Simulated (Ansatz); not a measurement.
# Ligand exchange: GeH3Cl + C2H7NZn → GeH3(NH2) + C2H5ClZn

Species: GeH3Cl (chlorogermane) `[Cl][GeH3]`, singlet; C2H7NZn `C[CH2][Zn][NH2]`, singlet; GeH3(NH2), singlet; C2H5ClZn `C[CH2][Zn][Cl]`, singlet. The partners trade Cl for NH2: Ge–Cl and Zn–NH2 bonds give way to Ge–NH2 and Zn–Cl.

Shapes, held fixed at every level: PBE0-D4/def2-TZVP. Programs: Ansatz 0.2.0. The zero-point and thermal change to 298 K, harmonic and unscaled (PBE0-D4/def2-TZVP), is +2.3 kJ/mol.

Task: Estimate ΔH(298 K) of this reaction.

Result: wB97M-V/def2-TZVPP gives ΔH(298 K) = -52.9 kJ/mol; the levels span -77.6 to -44.4. The median of the levels is -53.5. No measured value is set beside it here. Relativity is left out for Ge, Zn.

```
                level                    kind  ΔH(298 K) (kJ/mol)
          HF/def2-SVP            Hartree–Fock               -77.6
     SPW92/def2-TZVPP                     LDA               -44.4
    PBE-D4/def2-TZVPP                     GGA               -46.5
   PBE0-D4/def2-TZVPP           global hybrid               -53.5
r2SCAN0-D4/def2-TZVPP           global hybrid               -56.8
   wB97X-V/def2-TZVPP  range-separated hybrid               -53.7
   wB97M-V/def2-TZVPP  range-separated hybrid               -52.9
```
